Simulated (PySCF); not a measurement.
Compound: C2H8BPS.
Numbering: `[CH3:1][S:2][B:3]([CH3:4])[PH2:5]` (hydrogens: H6, H7, H8 on C1; H9, H10, H11 on C4; H12, H13 on P5)

Structure used (PBE0-D3(BJ)/def2-SVP), in Å, numbered top down from 1:
```xyz
13
C2H8BPS angstrom
C      2.3212    0.0137    0.1239
S      0.9509   -1.1027    0.5277
B     -0.5392   -0.2905   -0.0203
C     -1.8910   -1.0675    0.1902
P     -0.4903    1.3648   -0.9912
H      2.3115    0.8995    0.7741
H      2.2749    0.3270   -0.9289
H      3.2541   -0.5407    0.2908
H     -1.7614   -2.0971    0.5561
H     -2.4728   -1.1027   -0.7461
H     -2.5175   -0.5232    0.9179
H      0.3194    2.1420   -0.1141
H     -1.7389    1.8963   -0.5586
```

Method used: PBE0-D3(BJ)/def2-SVP geometry optimisation, gas phase in PySCF.

Masses are those of the commonest isotopes; rigid-rotor values at the optimised geometry. The values belong to one conformer with, in the numbering `[CH3:1][S:2][B:3]([CH3:4])[PH2:5]`, C1–S2–B3–C4 179°, S2–B3–P5–H -53° and -151°.

What are A, B and C (GHz)?

Ia = 143.85, Ib = 214.89, Ic = 349.16 u·Å²; 505379 MHz·u·Å²/I gives 3513, 2352 and 1447 MHz, that is A = 3.5132, B = 2.3518, C = 1.4474 GHz.

Classify the top.

An asymmetric top: κ = (2 × 2352 − 3513 − 1447)/(3513 − 1447) = -0.12.

Is it planar, by Δ = Ic − Ia − Ib?

Not planar: Δ = Ic − Ia − Ib = -9.58 u·Å². For a rigid frame Δ = −2 Σ m c², so Σ m c² = 4.79 u·Å² lies off the ab plane: 4.64 from hydrogen and 0.15 from heavier atoms. The atom farthest from that plane is 0.99 Å away.

Give the other two planar moments, Paa and Pbb, and the rms extents of the mass along the axes.

Paa = Σ m a² = (Ib + Ic − Ia)/2 = 210.10 and Pbb = Σ m b² = (Ia + Ic − Ib)/2 = 139.06 u·Å². With the mass M = 106.02 u, the rms extents √(P/M) along a, b and c are 1.41, 1.15, 0.21 Å.

Where do the levels up to J = 3 lie, in MHz?

Above 0(0,0):
J = 1: 1(0,1) 3799, 1(1,1) 4961, 1(1,0) 5865
J = 2: 2(0,2) 11038, 2(1,2) 11655, 2(1,1) 14368, 2(2,1) 17852, 2(2,0) 18212
J = 3: 3(0,3) 21260, 3(1,3) 21502, 3(1,2) 26830, 3(2,2) 29250, 3(2,1) 30785, 3(3,1) 37512, 3(3,0) 37610
The levels of one J sum to (2J + 1)J(J + 1)(A + B + C)/3.

Which lines would a microwave search look for?

The dipole components are |μa| = 0.29 D, |μb| = 0.57 D, |μc| = 0.76 D. Intensities carry the squares of the components, which stand as 0.14 : 0.55 : 1.00 (a : b : c). Some lines, for components of 0.1 D or more:

| type | branch | J(Ka,Kc) | MHz | lower level (cm⁻¹) |
| --- | --- | --- | --- | --- |
| a | Q | 2(2,0) ← 2(2,1) | 360 | 0.595 |
| c | Q | 2(1,2) ← 2(0,2) | 617 | 0.368 |
| b | R | 1(1,1) ← 0(0,0) | 4961 | 0.000 |
| b | Q | 3(3,0) ← 3(2,1) | 6825 | 1.027 |
| b | Q | 5(2,3) ← 5(1,4) | 7232 | 2.060 |
| b | Q | 4(1,3) ← 4(0,4) | 8506 | 1.144 |
| b | Q | 4(3,2) ← 4(2,3) | 9070 | 1.473 |
| b | Q | 5(4,1) ← 5(3,2) | 9306 | 2.494 |
| a | R | 3(2,1) ← 2(2,0) | 12573 | 0.607 |
| b | R | 4(0,4) ← 3(1,3) | 12794 | 0.717 |
| a | R | 4(0,4) ← 3(0,3) | 13036 | 0.709 |
| b | R | 2(2,0) ← 1(1,1) | 13252 | 0.165 |
| b | Q | 5(5,1) ← 5(4,2) | 13804 | 2.798 |
| a | R | 4(3,2) ← 3(3,1) | 15713 | 1.251 |
| b | R | 5(1,5) ← 4(0,4) | 15897 | 1.144 |
| b | R | 4(2,3) ← 3(1,2) | 17326 | 0.895 |
| c | R | 3(2,2) ← 2(1,2) | 17595 | 0.389 |
| b | R | 5(1,4) ← 4(2,3) | 17609 | 1.473 |
| a | R | 5(1,4) ← 4(1,3) | 18963 | 1.428 |
| b | R | 4(4,1) ← 3(3,0) | 26491 | 1.255 |
| c | R | 5(4,1) ← 4(3,1) | 30230 | 1.796 |
| c | R | 5(5,0) ← 4(4,0) | 33572 | 2.139 |
| b | R | 5(2,3) ← 4(1,4) | 34622 | 1.147 |

PBE0-D3(BJ)/def2-SVP frequencies: not computed here. These are rigid-rotor constants of the computed structure; measured ground-state constants (B0) also hold zero-point vibration. A rigid rotor knows nothing of internal rotation, which can split or shift real lines. Quadrupole hyperfine structure (11B) is left out.
